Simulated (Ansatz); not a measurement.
Compare A (`C=C=C(Cl)O[SiH3]`) with its isomer B (`C[SiH](Cl)C#CO`).

Program: Ansatz. Geometries: PBE0-D4/def2-TZVP. ΔE: electronic, gas phase. CCSD(T)/CBS is the MP2 limit (def2-TZVPP, def2-QZVPP) plus CCSD(T) − MP2 in def2-TZVPP, frozen cores. Functionals use def2-TZVPP. B3LYP here is the variant with VWN-RPA as its local correlation; programs differ in this. Each species was taken in one conformer, which may not be the lowest.

Q: Which isomer does CCSD(T)/CBS put lower? Give the gap. (Estimate.)

A: The calculation gave: B, by 143.8 kJ/mol.

Q: Give E(B) − E(A) in kJ/mol with MP2/def2-TZVPP, B3LYP, HF/def2-TZVPP, ωB97M-V, PBE0-D4, CCSD(T)/def2-TZVPP, r2SCAN-D4. (An estimate is asked.)

A: The calculation gave: MP2/def2-TZVPP -157.8, B3LYP -127.0, HF/def2-TZVPP -148.5, ωB97M-V -141.4, PBE0-D4 -138.6, CCSD(T)/def2-TZVPP -139.1, r2SCAN-D4 -135.1. None reverses the order clearly.

Largest T1 diagnostic: 0.012.

From PBE to PBE0 (25 % exact exchange), in def2-TZVPP and without D4, E(B) − E(A) moves by −12.2 kJ/mol.
